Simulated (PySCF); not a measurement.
BClFI, SMILES FB(Cl)I. Atoms are numbered in the order given.

```xyz
4

B     -0.4532     1.0025     0.0000
Cl     0.7302     2.2793     0.0000
F     -1.7261     1.3115     0.0000
I      0.1017    -1.0484     0.0000
```

Coordinates come from a PBE0-D3(BJ)/def2-SVP optimisation. The def2 effective core potentials stand for the cores of I; spin–orbit coupling is left out.

Level of theory: TDDFT-PBE0/def2-SVPD (PySCF).

Vertical excitations.  State labels are in the subgroup Cs.

```json
[
 {"state": "S1", "symmetry": "A\"", "energy (eV)": "5.05", "λ (nm)": "246", "f": "0.000", "main pairs": "HOMO→LUMO 100 %"},
 {"state": "S2", "symmetry": "A'", "energy (eV)": "5.81", "λ (nm)": "213", "f": "0.111", "main pairs": "HOMO−1→LUMO 94 %"},
 {"state": "S3", "symmetry": "A'", "energy (eV)": "6.28", "λ (nm)": "197", "f": "0.020", "main pairs": "HOMO→LUMO+1 96 %"},
 {"state": "S4", "symmetry": "A\"", "energy (eV)": "6.53", "λ (nm)": "190", "f": "0.008", "main pairs": "HOMO−1→LUMO+1 96 %"},
 {"state": "S5", "symmetry": "A\"", "energy (eV)": "6.65", "λ (nm)": "186", "f": "0.001", "main pairs": "HOMO−2→LUMO 99 %"},
 {"state": "S6", "symmetry": "A'", "energy (eV)": "7.22", "λ (nm)": "172", "f": "0.066", "main pairs": "HOMO→LUMO+2 94 %"},
 {"state": "S7", "symmetry": "A\"", "energy (eV)": "7.42", "λ (nm)": "167", "f": "0.004", "main pairs": "HOMO−4→LUMO 91 %"},
 {"state": "S8", "symmetry": "A\"", "energy (eV)": "7.58", "λ (nm)": "164", "f": "0.085", "main pairs": "HOMO−1→LUMO+2 86 %"},
 {"state": "S9", "symmetry": "A'", "energy (eV)": "7.92", "λ (nm)": "157", "f": "0.085", "main pairs": "HOMO−3→LUMO 93 %"},
 {"state": "S10", "symmetry": "A'", "energy (eV)": "7.98", "λ (nm)": "155", "f": "0.044", "main pairs": "HOMO→LUMO+3 93 %"},
 {"state": "T1", "symmetry": "A\"", "energy (eV)": "4.91", "λ (nm)": "253", "f": "0", "main pairs": "HOMO→LUMO 100 %"},
 {"state": "T2", "symmetry": "A'", "energy (eV)": "4.96", "λ (nm)": "250", "f": "0", "main pairs": "HOMO−1→LUMO 99 %"},
 {"state": "T3", "symmetry": "A'", "energy (eV)": "5.70", "λ (nm)": "218", "f": "0", "main pairs": "HOMO→LUMO+1 89 %"},
 {"state": "T4", "symmetry": "A\"", "energy (eV)": "5.93", "λ (nm)": "209", "f": "0", "main pairs": "HOMO−1→LUMO+1 74 %, HOMO−2→LUMO 14 %"}
]
```
Triplets are in the Tamm–Dancoff approximation, which puts them higher than full response would, so one can lie above its singlet here.
